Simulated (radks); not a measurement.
Spherical jellium clusters: N electrons in a uniform positive sphere of charge N and radius rs N^(1/3), rs = 2.45 bohr. Method: non-relativistic Kohn-Sham, PBE, spin-polarised, spherical densities; computed with a radial shooting solver with Libxc functionals. Levels are named by radial order and angular momentum (1s, 1p, 1d, 2s, ...), and open shells are averaged over m. Each electron was tried in the lowest free levels, single moves between levels near the top were tried too, and the lowest total energy was kept; such a search can miss a lower state. Energies include the self-energy of the background; IP and EA are vertical (highest electron removed, lowest free level filled), at fixed background; spill-out counts the electrons outside the background radius R, and alpha is the static dipole polarisability from linear response (closed shells only). A dash means not computed or, for alpha, an open shell; in EA it means that no bound solution was reached, which is typical of self-interaction and does not show that the anion is unstable. Real open-shell clusters deform, which this model forbids.

\begin{tabular}{lrrrrrr}
N & open shells & 2S & E(N+1) + E(N-1) - 2E(N) (eV) & IP (eV) & EA (eV) & -e(HOMO) (eV) \\ \hline
1 & 1s(up 1, down 0) & 1 & - & - & - & 4.088 \\
2 & none & 0 & 2.231 & 7.479 & - & 4.630 \\
3 & 1p(up 1, down 0) & 1 & -1.044 & 4.644 & - & 2.425 \\
4 & 1p(up 2, down 0) & 2 & -0.888 & 5.774 & - & 3.374 \\
5 & 1p(up 3, down 0) & 3 & 0.590 & 6.446 & - & 4.020 \\
6 & 1p(up 3, down 1) & 2 & -0.853 & 5.620 & - & 3.519 \\
7 & 1p(up 3, down 2) & 1 & -0.601 & 6.341 & 2.105 & 4.152 \\
8 & none & 0 & 2.741 & 6.793 & - & 4.595 \\
9 & 1d(up 1, down 0) & 1 & -0.500 & 3.912 & - & 2.049 \\
10 & 1d(up 2, down 0) & 2 & -0.457 & 4.474 & - & 2.583 \\
11 & 1d(up 3, down 0) & 3 & -0.409 & 4.913 & - & 3.013 \\
12 & 1d(up 4, down 0) & 4 & -0.363 & 5.268 & - & 3.369 \\
13 & 1d(up 5, down 0) & 5 & 0.430 & 5.561 & - & 3.671 \\
14 & 1d(up 5, down 0) 2s(up 1, down 0) & 6 & 0.041 & 5.055 & - & 3.368 \\
15 & 1d(up 5, down 1) 2s(up 1, down 0) & 5 & -0.510 & 5.118 & 1.703 & 3.374 \\
16 & 1d(up 5, down 3) & 2 & -0.363 & 5.485 & 2.014 & 3.713 \\
17 & 1d(up 5, down 4) & 1 & -0.270 & 5.739 & 2.274 & 3.972 \\
18 & none & 0 & 0.188 & 5.953 & 2.177 & 4.195 \\
19 & 2s(up 1, down 0) & 1 & 0.366 & 5.710 & 1.949 & 4.042 \\
20 & none & 0 & 1.557 & 5.367 & - & 3.807 \\
21 & 1f(up 1, down 0) & 1 & -0.271 & 3.874 & - & 2.278 \\
22 & 1f(up 2, down 0) & 2 & -0.251 & 4.135 & - & 2.543 \\
23 & 1f(up 3, down 0) & 3 & -0.234 & 4.366 & - & 2.778 \\
24 & 1f(up 4, down 0) & 4 & -0.217 & 4.572 & - & 2.989 \\
25 & 1f(up 5, down 0) & 5 & -0.202 & 4.756 & 1.655 & 3.181 \\
26 & 1f(up 6, down 0) & 6 & -0.189 & 4.923 & 1.833 & 3.355 \\
27 & 1f(up 7, down 0) & 7 & 0.588 & 5.075 & - & 3.514 \\
28 & 1f(up 7, down 1) & 6 & -0.221 & 4.449 & 1.478 & 2.943 \\
29 & 1f(up 7, down 2) & 5 & -0.202 & 4.647 & 1.680 & 3.143 \\
30 & 1f(up 7, down 3) & 4 & -0.186 & 4.823 & 1.864 & 3.324 \\
31 & 1f(up 7, down 4) & 3 & -0.172 & 4.982 & 2.032 & 3.488 \\
32 & 1f(up 7, down 5) & 2 & -0.159 & 5.126 & 2.186 & 3.638 \\
33 & 1f(up 7, down 6) & 1 & -0.148 & 5.258 & 2.329 & 3.776 \\
34 & none & 0 & - & 5.378 & 1.876 & 3.903 \\
\end{tabular}

All shells are closed at N = 2, 8, 18, 20, 34 (there: 1s2 1p6 1d10 2s2 1f14); the second difference of the energy has clear peaks (12 % above both neighbours; the first and last values, which can be the largest, are not judged, and half-filled shells can peak too) at N = 5, 8, 13, 20, 27.
